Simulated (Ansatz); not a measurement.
`CO[CH2][GeH3]`, charge 0, multiplicity 1.

(1) Give a relaxed structure at PBE0-D4/def2-TZVP (the Gaussian-basis code of Ansatz). (Estimate.)

## Answers

(1) Ansatz gave: 
```xyz
12

C    -1.759   -0.218    1.015
O    -0.890    0.271    0.030
C     0.407   -0.254    0.152
Ge    1.524    0.503   -1.279
H    -1.409    0.043    2.024
H    -1.857   -1.311    0.955
H    -2.736    0.236    0.849
H     0.401   -1.351    0.070
H     0.846   -0.005    1.130
H     2.947   -0.071   -1.149
H     1.580    2.033   -1.147
H     0.947    0.124   -2.651
```
Point group Cs.
This is one stationary point; other conformers may exist.
